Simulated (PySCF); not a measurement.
Level of theory: PBE-D3(BJ)/def2-TZVP in PySCF. All species are isolated molecules in the gas phase. Delta-SCF ions had no search for a lower state. Excitations are Tamm–Dancoff values on a coarser integration grid. The basis has no diffuse functions, so Rydberg states are missing or too high.

Reference species (SMILES): `F[SiH](F)F` (neutral, multiplicity 1).

```json
{
  "T1 excitation (TDA)": "9.13 eV",
  "vertical ionisation energy (Delta-SCF)": "13.45 eV",
  "HOMO": "-9.58 eV"
}
```

Changed species: `F[Si](F)(F)[AlH2]` (X = AlH2; the reference has X = H).

Give the shifts of the T1 excitation (TDA), vertical ionisation energy (Delta-SCF) and HOMO.

the T1 excitation (TDA) decreases by 5.68 eV, to 3.45 eV; the vertical ionisation energy (Delta-SCF) falls by 3.02 eV, to 10.43 eV; the HOMO rises by 2.23 eV, to -7.35 eV.
